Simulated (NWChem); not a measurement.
Atomisation of silicon dioxide molecule (O₂Si)

```
Si
O 1 1.5406
O 1 1.5406 2 180.00
```
Charge 0, spin multiplicity 1.

Everything below was run with NWChem. Structure: optimised with PBE/def2-SVP, a minimum by its harmonic frequencies.

Basis set: def2-TZVP. The atomisation energy is electronic alone: no zero-point, thermal, spin-orbit or counterpoise terms. No value is extrapolated to the basis-set limit. Free atoms are single determinants with multiplicities O 3, Si 3. Correlated methods freeze the same cores in atoms and molecule, 7 orbitals in all.

B3LYP has NWChem's definition, with VWN1-RPA local correlation. No SCF solution was tested for a lower state. Open-shell Hartree-Fock references start from PBE0 orbitals. No row is a measurement; the coupled-cluster row has its own basis-set and correlation limits.

Q: Order these methods by the atomisation energy they give, lowest first: MP2, CCSD(T), PBE0, B3LYP, TPSS.

A: CCSD(T) (280.8 kcal/mol), PBE0 (282.6 kcal/mol), B3LYP (287.5 kcal/mol), TPSS (291.7 kcal/mol), MP2 (308.6 kcal/mol)
